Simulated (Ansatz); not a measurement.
`CB[SiH2][SiH2]Cl` + `C=C[NH][GeH3]` → `C=C[N]([GeH3])[SiH2]Cl` + `CB[SiH3]`  (cleavage of the Si–Si bond)

Program: Ansatz. Geometries: PBE0-D4/def2-TZVP. ΔE: electronic, gas phase. CCSD(T)/CBS is the MP2 limit (def2-TZVPP, def2-QZVPP) plus CCSD(T) − MP2 in def2-TZVPP, frozen cores. DFT in def2-TZVPP. For Ge outer-core shells are correlated without core-valence functions, which leaves a few kJ/mol of doubt a bond. Scalar relativity is left out up to krypton. One conformer a species, not always the lowest.

Task: Is it downhill or uphill in electronic energy at CCSD(T)/CBS, and by how much? (An estimate is asked.)

Result: Computed: Downhill: ΔE = -15.5 kcal/mol.

Task: What do these levels give: r2SCAN-D4, PBE0-D4, HF/def2-TZVPP, SCS-MP2/def2-TZVPP, SCS-MP2/def2-QZVPP, MP2/CBS(def2)? (An estimate is asked.)

Result: Computed: r2SCAN-D4 -12.2, PBE0-D4 -10.7, HF/def2-TZVPP -15.6, SCS-MP2/def2-TZVPP -17.5, SCS-MP2/def2-QZVPP -17.4, MP2/CBS(def2) -17.4 kcal/mol.

Largest T1 diagnostic among the species: 0.012.

From PBE to PBE0 (25 % exact exchange), in def2-TZVPP and without D4, ΔE moves by −1.6 kcal/mol. The D4 term adds −1.6 kcal/mol with B3LYP and −0.8 kcal/mol with PBE0; it sums over pairs of atoms, weighted by their polarisabilities, and B3LYP, whose exchange is more repulsive, gets the larger term.

B3LYP here is the variant with VWN-RPA as its local correlation; programs differ in this.
